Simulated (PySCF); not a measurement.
A geometry optimisation on `FB[AsH2]`.

Method: PBE0-D3(BJ)/def2-SVP geometry optimisation, gas phase (PySCF 2.14.0). Start geometry: GFN2-xTB. A driver script takes a list of jobs; this job's settings line and coordinates (Å) are shown.

Input:
```
{"job": {"xc": "PBE0", "basis": "def2-SVP", "d3": "d3bj", "grid": 1, "maxiter": 30, "shake": 0.01, "kind": "geom"}, "charge": 0, "multiplicity": 1}
F      1.542190     1.068840     0.088090
B      0.874200    -0.049990    -0.065760
As    -1.048380    -0.027320    -0.707890
H      1.558820    -1.010220     0.123770
H     -1.436650     1.056470     0.236590
H     -1.466020    -1.067800     0.280530
```

Give the output.

```
step   0  E = -2361.62934254  max force = 0.012775
step   1  E = -2361.63157094  max force = 0.006503
step   2  E = -2361.63172464  max force = 0.001364
step   3  E = -2361.63171995  max force = 0.001364
step   4  E = -2361.63175699  max force = 0.000461
step   5  E = -2361.63176141  max force = 0.000321
optimisation converged
```

Energies in Eh; «max force» is the largest Cartesian gradient component in Eh/bohr.

Give the first gradient maximum in eV/Å.

With 1 Eh/bohr = 51.422 eV/Å, 0.657 eV/Å.

How much energy does the optimisation release, in eV?

E(step 0) − E(last step) = 0.002419 Eh, which is 0.066 eV.

In short: final energy -2361.63176 Eh after 5 steps; dipole 0.68 D.

Where do the atoms end?

0.059 Å rms from the input after alignment:
```
atom  x, y, z in Å
F1     1.6373    1.0434    0.1808
B2     0.9391   -0.0579   -0.0167
As3   -0.9713    0.0521   -0.6861
H4     1.5128   -1.1160    0.1190
H5    -1.3755    1.2262    0.1916
H6    -1.4742   -1.0213    0.2650
```

The run took 9.4 s wall on an Arm Neoverse V1 with one thread (shared host), and the process peaked at 0.33 GiB of memory.
Labels such as C1 count atoms from 1, the log's own numbers from 0.
